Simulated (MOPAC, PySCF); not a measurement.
CH₂N₂, SMILES `N=C=N`, neutral singlet in the gas phase. 

Cartesian coordinates (Å):
```xyz
5

N      1.2039     0.2061    -0.2679
C      0.0067     0.1470     0.0028
N     -1.1807     0.3043     0.2775
H      1.8575    -0.4177     0.2030
H     -1.8873    -0.2396    -0.2153
```
Charge 0, spin multiplicity 1.

All levels are single points at this geometry (PBE-D3(BJ)/def2-TZVP); Pople sets use spherical d functions. Orbital energies aren't observables, and empty levels follow the basis.

M06-2X/6-31G* in PySCF gives gap (eV) = 11.28.

Q: Estimate the gap (eV) from each of these levels: PBE-D3(BJ)/def2-TZVP in PySCF; B3LYP/3-21G in PySCF; B3LYP/6-311+G** in PySCF; B3LYP/6-31G* in PySCF; PBE/6-31G* in PySCF; SVWN5/6-31G* in PySCF; HF/3-21G in PySCF; HF/6-31G* in PySCF; HF/STO-3G in PySCF; AM1 in MOPAC; PM3 in MOPAC; PM6 in MOPAC.

A: 
```csv
level,gap (eV)
PBE-D3(BJ)/def2-TZVP in PySCF,6.42
B3LYP/3-21G in PySCF,8.20
B3LYP/6-311+G** in PySCF,7.78
B3LYP/6-31G* in PySCF,8.35
PBE/6-31G* in PySCF,6.44
SVWN5/6-31G* in PySCF,6.40
HF/3-21G in PySCF,16.21
HF/6-31G* in PySCF,16.40
HF/STO-3G in PySCF,17.25
AM1 in MOPAC,11.70
PM3 in MOPAC,10.87
PM6 in MOPAC,11.32
```
